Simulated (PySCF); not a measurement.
(3R,4R)-3,4-difluorocyclobutene (C4H4F2), SMILES F[C@@H]1C=C[C@H]1F. Geometry: PBE-D3(BJ)/def2-SVP.

Level of theory: PySCF with PBE-D3(BJ)/def2-SVP.

Harmonic wavenumbers (cm⁻¹): 179, 294, 320, 420, 596, 661, 828, 923, 962, 962, 987, 1040, 1077, 1125, 1156, 1177, 1272, 1311, 1335, 1592, 2989, 2993, 3131, 3160. Rotational constants (GHz): 5.583, 3.338, 2.302; symmetry number 2.

### Question
Work out the zero-point energy and the ideal-gas rigid-rotor harmonic-oscillator thermochemistry at 298.15 K and 1 atm.

### Answer
ZPE = ½ Σ hcν = ½ × 30490 cm⁻¹ = 182.37 kJ/mol. H − E(el) = 198.58 kJ/mol. Entropy in J/(mol K): translation 164.88, rotation 104.77, vibration 32.71, total 302.36. G − E(el) = 108.44 kJ/mol. Cp = 86.44 J/(mol K).
